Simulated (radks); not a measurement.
The numbers below are computed, except where a source is named.
Q: The mean radii <r> (bohr) of the occupied orbitals of an atom or ion are listed with their occupations. Code: a radial shooting solver on a logarithmic mesh with Libxc functionals. Model: Dirac Kohn-Sham, PBEsol, spin-unpolarised, spherical densities, point nucleus.

orbital  occ.      <r>
1s1/2       2  0.03041
2s1/2       2   0.1313
2p1/2       2   0.1112
2p3/2       4   0.1164
3s1/2       2   0.3583
3p1/2       2   0.3496
3p3/2       4   0.3606
3d3/2       4   0.3328
3d5/2       6   0.3363
4s1/2       2   0.8790
4p1/2       2   0.9391
4p3/2       4   0.9704
4d3/2       4    1.279
4d5/2       6    1.300
5s1/2       2    2.880

Name the element and its charge. Open shells, if any, fill j = l - 1/2 first.

A: Z = 48, cadmium, charge 0: Cd in [Kr] 4d10 5s2. The 1s radius gives Z: for a bare nucleus <r> = (2 gamma + 1)/(2Z) with gamma = sqrt(1 - (Z/c)^2), 0.02993 bohr for Z = 48, and screening makes it slightly larger (0.03041 here). The occupations add up to 48, and the charge is Z minus that.
